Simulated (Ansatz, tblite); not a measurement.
Removing and adding an electron: the cluster Hf2Si2. The state is a singlet with charge 0. Geometry: PBE-D4/def2-SVP. Ansatz, gas phase; energy differences of separate SCF runs; the oxidised species was run as a doublet alone; the reduced species was run as a doublet alone.

```xyz
4

Hf   -0.944   -0.156    1.298
Hf   -0.623    0.389   -1.436
Si    0.955    1.206    0.352
Si    0.612   -1.439   -0.215
```

In the def2 sets Hf takes a core potential; there is no spin–orbit coupling. The xTB rows come from tblite. The structure comes from a short search, and lower isomers may exist.

```csv
level,−HOMO (eV),vertical IE (eV),−LUMO (eV),vertical EA (eV),HOMO–LUMO gap (eV),IE − EA (eV),remarks
GFN2-xTB,7.35,9.95,7.20,4.75,0.15,5.20,–
PBE-D4/def2-TZVP,4.02,6.20,3.19,–,0.83,–,–
PBE-D4/def2-TZVPD,4.04,–,3.22,1.27,0.82,–,HOMO above zero (-1 doublet)
r2SCAN-D4/def2-TZVPD,4.12,–,3.04,1.33,1.07,–,"HOMO above zero (-1 doublet), spin-contaminated (⟨S²⟩ 0.96) (-1 doublet)"
PBE0-D4/def2-TZVP,4.72,6.11,2.38,–,2.33,–,spin-contaminated (⟨S²⟩ 0.83) (+1 doublet)
PBE0-D4/def2-TZVPD,4.73,–,2.42,1.26,2.32,–,–
```

Run but left out: r2SCAN-D4/def2-TZVP (singlet: restricted singlet, unstable towards broken spin symmetry).   A HOMO above zero means that the electron is unbound at that level or that self-interaction error raises the level; the energy of removing that electron tells which. Raw xTB energy differences between charge states are shifted by several eV; the methods need an empirical correction for them.
